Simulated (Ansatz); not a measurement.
Reactions of `IC1CCC1`.

Program: Ansatz. Geometries: PBE0-D4/def2-TZVP. ΔE: electronic, gas phase. CCSD(T)/CBS adds triple-zeta CCSD(T) − MP2 to the extrapolated MP2 energy (def2 sets, frozen cores). This one scheme is used for every species, atoms too. Open shells (•) are unrestricted, without spin–orbit coupling. Spin–orbit coupling would lower the free atoms: a little for C; strongly for I. def2 core potentials past Kr. Bonds to I are less sure, by a few kJ/mol each and by 10 to 20 or more in all where they break to atoms, as the def2 sets lack core-valence functions.

**Question.** Order these by ΔE at CCSD(T)/CBS, lowest first. (Best estimate.)
A. `IC1CCC1` + H–F → `FC1CCC1` + HI
B. `IC1CCC1` → `CC1(I)CC1`
C. `IC1CCC1` → `C/C=C(\C)I`
D. `IC1CCC1` → 4 C• + 7 H• + I•
E. `IC1CCC1` → `[CH]1CCC1`• + I•

**Answer.** C (-0.25 eV), B (+0.08 eV), A (+0.36 eV), E (+2.99 eV), D (+48.09 eV).

Largest T1 diagnostic: 0.011, for `[CH]1CCC1`•.
